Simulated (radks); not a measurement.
Values are calculated unless marked as measured or tabulated.
Problem. Valence configurations of neutral calcium (all share [Ar]). Code: a radial shooting solver on a logarithmic mesh with Libxc functionals. Model: non-relativistic Kohn-Sham, PBEsol, spin-polarised, spherical densities, point nucleus; open shells are filled with parallel spins first. Order these by energy: 3d2; 3d0.5 4s1 4p0.5; 4s1.5 4p0.5; 4p2; 3d0.5 4s1.5; 4s2; 3d1 4s1; 3d1 4p1; 4s1 4p1.

Solution. From the lowest, in eV above it: 4s2 0.000; 3d0.5 4s1.5 0.867; 4s1.5 4p0.5 1.032; 3d0.5 4s1 4p0.5 1.567; 3d1 4s1 1.667; 4s1 4p1 1.804; 3d1 4p1 3.849; 3d2 4.336; 4p2 4.338. NIST lists [Ar] 4s2 as the ground configuration; this level of theory agrees among the configurations tried. The energies are those of spherical high-spin densities, not of single terms.
